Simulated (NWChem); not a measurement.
Molecule: N-methylmethanimine (C2H5N); SMILES C=NC

Program: NWChem. Geometry: optimised at PBE0/def2-SVP. Ions are spin-unrestricted doublets at the neutral geometry; other ion states weren't tried. Functional: LC-ωPBE (HJS hole) with def2-SVP; rows give the range parameter ω in 1/bohr.

Task: At which range parameter does −ε(HOMO) equal the ΔSCF ionisation energy (optimal tuning)?

Result: about 0.38 per bohr, by linear interpolation in these runs:
| range parameter (1/bohr) | vertical ionisation energy, ΔSCF (eV) | −ε(HOMO) (eV) | ΔSCF minus −ε(HOMO) (eV) |
|---|---|---|---|
| 0.10 | 9.55 | 7.07 | 2.48 |
| 0.15 | 9.58 | 7.72 | 1.86 |
| 0.25 | 9.68 | 8.80 | 0.88 |
| 0.35 | 9.77 | 9.61 | 0.16 |
| 0.60 | 9.85 | 10.86 | -1.01 |
